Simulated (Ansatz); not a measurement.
H₈N₂OSi₂, SMILES `N[SiH](N)O[SiH3]`, charge 0, multiplicity 1.

Task: Give a relaxed structure at PBE0-D4/def2-TZVP (the Gaussian-basis code of Ansatz). (Best estimate.)

Result: Computed: 
```xyz
13

N    -1.0156   -0.0454    1.4943
Si   -0.2242    0.9459    0.3493
N     1.3407    1.2129    0.9608
O    -0.3526    0.1483   -1.0809
Si   -0.0468   -1.3261   -1.7139
H    -1.8707   -0.5198    1.2549
H    -0.9847    0.1901    2.4726
H    -0.7857    2.2896    0.0720
H     1.8928    1.9953    0.6524
H     1.9116    0.4564    1.3007
H     1.2414   -1.8706   -1.2052
H     0.0284   -1.1971   -3.1904
H    -1.1345   -2.2798   -1.3666
```
This is one stationary point; other conformers may exist.
